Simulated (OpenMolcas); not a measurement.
**Au4+: moving or changing the point charges**

Au4+ among 4 point charges of -2.5 e arranged as a tetrahedron (Td), 1.99 Å from the ion.
```
   1.1489    1.1489    1.1489  -2.50
   1.1489   -1.1489   -1.1489  -2.50
  -1.1489    1.1489   -1.1489  -2.50
  -1.1489   -1.1489    1.1489  -2.50
```

* Program: OpenMolcas
* Method: SS-CASPT2, IPEA 0.25 Eh, imaginary shift 0.1 Eh (closed shells correlated: 4f 5s 5p)
* Basis: ANO-RCC-VTZP [8s7p5d3f1g]
* Scalar Hamiltonian: DKH2, point nucleus
* Active space: 7 electrons in 5 orbitals (5d)
* State averaging: 2S+1 = 4 even, 10 roots; 2S+1 = 2 even, 40 roots
* Spin-orbit coupling: RASSI with atomic mean-field integrals over the reference wave functions

Runs around this geometry, states (labels of Td). Energies in cm-1 above the lowest state or level, χT in cm3 K/mol.

```csv
R (Å),q (e),Ground state,First state of that spin,First gap with spin-orbit (degeneracies),χT at 300 K,First state of another spin
1.99,-2,4A2,4T2 2530,"1280 (4, 4)",4.300,2E 15590
1.82,-2.5,4A2,4T2 4220,"2240 (4, 4)",4.110,2E 15950
1.99,-2.5,4A2,4T2 2850,"1500 (4, 4)",4.242,2E 15740
2.1,-2.5,4A2,4T2 2310,"1150 (4, 4)",4.345,2E 15530
```

Taking the first state of the same spin as R^-n, n = -ln(2310 / 4220) / ln(2.1 / 1.82) = 4.2 between the shortest and longest distance.

Scaling the charges by -2 / -2.5 = 0.80 scales the first state of the same spin by 2530 / 2850 = 0.89; with fixed orbitals a first-order splitting would follow the charge.

Roots that are degenerate in the reference are averaged as groups; the widest CASPT2 spread within a group is 250 cm-1 (the 3-fold group of multiplicity 4 near 2530 cm-1 above the lowest state of its run, R = 1.99, q = -2). Shifts and gaps below about the spread of the groups concerned are not significant. Free-ion shares, where given, are those of the reference states; single-state CASPT2 does not remix them. Spin-orbit coupling mixes the spin-free states strongly: the lowest level takes only 39 % from its leading state, 4A2 (figures for R = 1.99, q = -2; the like holds for R = 1.82, q = -2.5, R = 1.99, q = -2.5, R = 2.1, q = -2.5). The ground term spreads over less than 5000 cm-1, several times less than with real ligands, so orbital moments are less quenched and χT lies further from the spin-only value than at real sites (holds for R = 1.99, q = -2; R = 2.1, q = -2.5). Point charges carry no covalency, so the field is a model and not that of real ligands. No measured value stands beside these numbers.
